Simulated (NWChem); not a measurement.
Species: Si2H4OCl2; SMILES Cl[SiH](Cl)[SiH2]O

```xyz
9

O     -0.0127     2.7639     0.0699
Si    -1.0546     1.4910    -0.2047
Si     0.0026    -0.4542     0.5699
Cl    -0.9089    -2.1509    -0.1829
Cl     1.9362    -0.3006    -0.1922
H      0.8971     2.6242    -0.2151
H     -1.3541     1.2710    -1.6540
H     -2.3126     1.7853     0.5326
H      0.1366    -0.6326     2.0411
```
Atoms are numbered in this order, from 1.

Program: NWChem. All runs use the structure optimised with PBE0/def2-SVP. Total energies of different functionals are on different scales.

```tsv
level	energy (Ha)	highest occupied level (eV)	orbital gap (eV)	dipole (D)
B3LYP/def2-SVP	-1576.6791	(withheld)	(withheld)	0.54
PBE/def2-SVP	-1575.8505	-6.60	5.06	0.60
LDA (Slater exchange, VWN5)/def2-SVP	-1570.7753	-6.66	4.89	0.54
LDA (Slater exchange, PW92)/def2-SVP	-1570.7506	-6.65	4.89	0.54
PW6B95/def2-SVP	-1577.9302	-7.99	7.29	0.58
KT2/def2-SVP	-1589.5364	-6.70	5.01	0.62
RPBE/def2-SVP	-1576.4544	-6.58	5.13	0.62
B97-D/def2-SVP	-1576.6075	-6.66	5.27	0.63
```

Fill in the missing entries.


- B3LYP/def2-SVP, highest occupied level (eV): -7.66
- B3LYP/def2-SVP, orbital gap (eV): 6.84
